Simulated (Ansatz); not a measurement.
Cartesian coordinates in Å:
```
C 0.2345 0.7086 -0.8067
S -1.4969 0.3630 -0.4174
Si -1.7378 -1.0334 1.1707
S 0.2462 -1.5721 1.7911
H 0.2356 1.4261 -1.6270
H 0.7485 -0.1967 -1.1303
H 0.7446 1.1513 0.0488
H 1.0254 -0.8468 0.9707
```

The species carries charge 0 and has multiplicity 1.

(1) List the ωB97M-V/def2-TZVPP orbital energies in eV (the Gaussian-basis code of Ansatz). (Estimate.)

Answers

(1) Ansatz gave: Occupied: -2426.95, -2426.95, -1807.94, -282.56, -220.94, -220.92, -164.05, -164.04, -163.95, -163.92, -163.91, -163.89, -148.82, -102.98, -102.92, -102.83, -24.90, -23.23, -21.00, -15.96, -15.36, -15.02, -13.74, -12.48, -10.65, -10.41, -9.56, -9.04. Lowest empty: -0.04, 1.34, 1.99, 2.86, 3.61, 4.07, 4.12, 4.77.
